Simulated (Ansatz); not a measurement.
H4MoO5 (`[O]=[Mo]([OH])([OH])([OH])[OH]`). Total charge 0; spin multiplicity 1. Mo takes the def2 core potential.

```xyz
10

O    -0.1761   -0.9985   -1.8640
Mo   -0.0412   -0.2081   -0.4108
O     1.8070    0.1337   -0.3985
O    -0.3198    1.6792   -0.5066
O    -1.8319   -0.2680    0.1565
O     0.3763   -1.3315    1.0837
H     2.2783    0.3885    0.3999
H     0.4338    2.1896   -0.8158
H    -2.1564    0.2327    0.9105
H    -0.3700   -1.8175    1.4452
```

**Question.** List the harmonic frequencies (cm⁻¹, unscaled) at PBE0-D4/def2-TZVP in Ansatz. (Best estimate.)

**Answer.** The calculation gave: 34i, 130, 241, 252, 265, 284, 294, 374, 386, 483, 495, 595, 634, 670, 673, 698, 755, 789, 807, 1086, 3876, 3877, 3880, 3884.
